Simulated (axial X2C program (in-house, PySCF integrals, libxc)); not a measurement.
Working with the constants of SrTe⁺

A bond curve at the CCSD(T) level, 2c, was computed with an in-house all-electron X2C program for linear molecules (integrals from PySCF) (basis Te dyall-cv3z [11s12p8d4f1g], Sr dyall-cv3z [13s12p8d5f1g] (cores contracted in-house)) for the state Ω = 3/2 (⟨Sz⟩ = 0.50, ⟨Lz⟩ = 1.00 at HF). Its fit gives Re = 3.0267 Å, ωe = 181.5 cm⁻¹, ωexe = 0.325 cm⁻¹ and αe = 8.629e-05 cm⁻¹; the masses are 129.9062 and 87.9056 u. Two-component means X2C with spin–orbit coupling and atomic mean-field Coulomb and Gaunt terms.

Correlated methods: 7 electrons correlated (number of frozen shells: Te 4 s, 3 p, 2 d; Sr 4 s, 3 p, 1 d), 313 virtual spin orbitals or spinors in MP2, 81 natural virtuals in coupled cluster.

(1) Find the reduced mass, Be and the force constant.

(2) Estimate De from a Morse curve and compare with the computed well depth of 1.904 eV to Te + Sr+.

(3) Estimate the centrifugal constant by the Kratzer relation.

(4) Where do the fundamental and the first overtone lie?

(5) A Morse curve ties αe to the other constants (Pekeris). How well does that hold?

The state is one determinant whose occupation by symmetry is held fixed; it was picked as the lowest of a PBE0 search that is not exhaustive. De is counted from the lowest determinant-based energies of the atoms at the same level, without counterpoise correction. CCSD and (T) use frozen natural virtuals with an MP2 correction for the truncation; (T) itself is uncorrected, so its De runs slightly low. The outer-core s and p shells of the metal are frozen in the correlated rows, which leaves out core–valence correlation; for alkali and alkaline-earth bonds that tends to lengthen them. With the outer-core shells frozen, correlated bond lengths of heavy atoms tend to come out a few hundredths of an ångström too long.

Results:

(1) From the CCSD(T) values: μ = 52.4282 u. Be = 16.8576/(μ Re²) = 0.0351 cm⁻¹. k = 5.8918×10⁻⁷ μ ωe² = 1.02 mdyn/Å.

(2) De(Morse) = ωe²/(4ωexe) = 3.142 eV against 1.904 eV computed, a ratio of 1.65. The extrapolation overshoots: the well softens faster than a Morse curve, or the lowest atomic limit lies below the one to which the curve heads.

(3) D = 4Be³/ωe² = 5.25e-09 cm⁻¹.

(4) ν(1←0) = ωe − 2ωexe = 180.8 cm⁻¹; ν(2←0) = 2ωe − 6ωexe = 361.1 cm⁻¹.

(5) αe(Morse) = 6Be²/ωe × (√(ωexe/Be) − 1) = 8.320e-05 cm⁻¹; the CCSD(T) curve gives 8.629e-05 cm⁻¹, a ratio of 0.96.
